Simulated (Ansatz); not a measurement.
`C[N](C)[ZnH]` → `[CH2]` (triplet) + `C[NH][ZnH]` at 298.15 K and 1 bar (formal loss of a carbene).

Gas-phase electronic energies from Ansatz, PBE0-D4/def2-TZVP geometries. CBS: MP2 limit from def2 TZ/QZ plus the TZ coupled-cluster correction, frozen cores. This one scheme is used for every species. Triplets are unrestricted, without spin–orbit coupling. For Zn outer-core shells are correlated without core-valence functions, which leaves a few kJ/mol of doubt a bond. Scalar relativity is left out up to krypton.

```
          species  CCSD(T)/CBS energy (Eh)  H − E (kJ/mol)  S (J/(mol·K))
   `C[N](C)[ZnH]`              -1913.37223           248.8          323.5
`[CH2]` (triplet)                -39.09499            55.4          195.3
     `C[NH][ZnH]`              -1874.12279           172.4          305.0
```

H − E and S are ideal-gas, rigid-rotor, harmonic terms from PBE0-D4/def2-TZVP, with the whole ground term of open shells counted as degenerate. 1 Eh = 2625.50 kJ/mol, R = 8.31446 J/(mol·K).

By hand: ΔE, ΔH, ΔS and ΔG.

ΔE = (-39.09499) + (-1874.12279) − (-1913.37223) = 0.15445 Eh = 405.5 kJ/mol. Δ(H − E) = 55.4 + 172.4 − 248.8 = -21.0, so ΔH = 384.5 kJ/mol. ΔS = 195.3 + 305.0 − 323.5 = 176.8 J/(mol·K). ΔG = 384.5 − 298.15 × (176.8)/1000 = 331.8 kJ/mol.

By hand: the equilibrium constant, and the temperature at which ΔG would vanish if ΔH and ΔS stayed fixed.

log₁₀ K = −ΔG/(RT ln 10) = -58.1. ΔG = 0 at ΔH/ΔS = 2175 K.

The number of gas molecules changes by +1, which sets the sign of ΔS. A doubt of 5 kJ/mol in ΔE shifts log₁₀ K by 0.9 here. A triplet takes part, so the spin changes. These are equilibria of isolated gas molecules and say nothing of rates. Largest T1 diagnostic: 0.015 (customary marks: 0.02 for closed shells, 0.045 for open ones).
